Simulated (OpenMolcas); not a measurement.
Cu3+, Ag3+, Au3+: d8 down the group

```yaml
Program: OpenMolcas 26.06
Method: SS-CASPT2, IPEA 0.25 Eh, imaginary shift 0.1 Eh
Basis: ANO-R3
Scalar_Hamiltonian: X2C, finite nucleus
Spin-orbit_coupling: state interaction with AMFI integrals over the reference wave functions, term energies averaged over their components
```

Active space for each ion: 8 electrons in 5 orbitals (d); closed shells correlated by CASPT2: Cu3+ 3s 3p; Ag3+ 4s 4p; Au3+ 5s 5p.

Computed levels in cm-1 above 3F4:

```
                               Level   Cu3+   Ag3+   Au3+
                                 3F3   1845   4070  12560
                                 3P2  19760  11860  19110
                                 3P1  20220  16180  23070
                                 3P0  20550  16400  19540
                                 1G4  26680  20680  26420
                                 1S0  61140  47400  56060
weight of 3F in the lowest level (%)    100     99     95
```

Mixed levels, with the weight of the term that names them: Ag3+ 3P2 (51 %), Au3+ 3P2 (52 %).

Measured, with the error of the calculation in %. Measured levels: Cu3+ from Sugar and Musgrove, J. Phys. Chem. Ref. Data 19, 527 (1990); Ag3+ from the list in Gamrath, thesis, University of Mons (2023); Au3+ from Zainab et al., Astrophys. J. Suppl. Ser. 267, 12 (2023).

```json
{"Level": "3F3", "Cu3+": "1861 (-0.9)", "Ag3+": "4172 (-2.4)", "Au3+": "12294 (+2.2)"}
{"Level": "3P2", "Cu3+": "19697 (+0.3)", "Ag3+": "", "Au3+": ""}
{"Level": "3P1", "Cu3+": "20097 (+0.6)", "Ag3+": "15900 (+1.7)", "Au3+": "21490 (+7.4)"}
{"Level": "3P0", "Cu3+": "20423 (+0.6)", "Ag3+": "16092 (+1.9)", "Au3+": "18185 (+7.4)"}
{"Level": "1G4", "Cu3+": "26913 (-0.9)", "Ag3+": "20570 (+0.6)", "Au3+": "25702 (+2.8)"}
{"Level": "1S0", "Cu3+": "61456 (-0.5)", "Ag3+": "47139 (+0.5)", "Au3+": "55278 (+1.4)"}
```

The fine-structure level 3F3 changes by a factor of 6.81 from Cu3+ to Au3+.

Without spin-orbit coupling 3P lies 18380, 12100, 10510 cm-1 above 3F in that order; the difference to the level 3P2, of either sign, comes from spin-orbit coupling, which also lowers the zero.

CASPT2 does not keep the components of a term degenerate, so their means are used; among the terms shown or strongly mixed into the levels shown the widest spread is 880 cm-1 (3d8 3F, Cu3+). Measured partners are found by configuration, term and J. A level has none where our copy of the source lacks it or the pairing is in doubt (some pairs that miss far off the trend of their configuration count as doubtful), and it then counts in no deviation. Levels of configurations outside the active space are missing.
